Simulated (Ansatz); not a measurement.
`Cl[SiH](Cl)I` + H–F → `F[SiH](Cl)Cl` + HI at 600 K and 1 bar (ligand exchange at the Si–I bond).

Gas-phase electronic energies from Ansatz, PBE0-D4/def2-TZVP geometries. CBS: MP2 limit from def2 TZ/QZ plus the TZ coupled-cluster correction, frozen cores. This one scheme is used for every species. Elements past krypton have def2 core potentials. For I outer-core shells are correlated without core-valence functions, which leaves a few kJ/mol of doubt a bond.

```json
{"species": "`Cl[SiH](Cl)I`", "CCSD(T)/CBS energy (Eh)": "-1506.81701", "H − E (kJ/mol)": "78.4", "S (J/(mol·K))": "404.8"}
{"species": "H–F", "CCSD(T)/CBS energy (Eh)": "-100.39570", "H − E (kJ/mol)": "42.3", "S (J/(mol·K))": "194.0"}
{"species": "`F[SiH](Cl)Cl`", "CCSD(T)/CBS energy (Eh)": "-1309.19911", "H − E (kJ/mol)": "80.8", "S (J/(mol·K))": "368.7"}
{"species": "HI", "CCSD(T)/CBS energy (Eh)": "-298.03592", "H − E (kJ/mol)": "31.6", "S (J/(mol·K))": "227.0"}
```

H − E and S are ideal-gas, rigid-rotor, harmonic terms from PBE0-D4/def2-TZVP. 1 Eh = 2625.50 kJ/mol, R = 8.31446 J/(mol·K).

Task: By hand: ΔE, ΔH, ΔS and ΔG.

Result: ΔE = (-1309.19911) + (-298.03592) − (-1506.81701) − (-100.39570) = -0.02232 Eh = -58.6 kJ/mol. Δ(H − E) = 80.8 + 31.6 − 78.4 − 42.3 = -8.3, so ΔH = -66.9 kJ/mol. ΔS = 368.7 + 227.0 − 404.8 − 194.0 = -3.1 J/(mol·K). ΔG = -66.9 − 600 × (-3.1)/1000 = -65.0 kJ/mol.

Task: By hand: the equilibrium constant, and the temperature at which ΔG would vanish if ΔH and ΔS stayed fixed.

Result: log₁₀ K = −ΔG/(RT ln 10) = 5.7. ΔG = 0 at ΔH/ΔS = 21581 K, far beyond where these terms or the molecules hold.

The number of gas molecules stays the same, so ΔS is small and ΔH decides. A doubt of 5 kJ/mol in ΔE shifts log₁₀ K by 0.4 here. These are equilibria of isolated gas molecules and say nothing of rates. Largest T1 diagnostic: 0.010 (customary marks: 0.02 for closed shells, 0.045 for open ones).
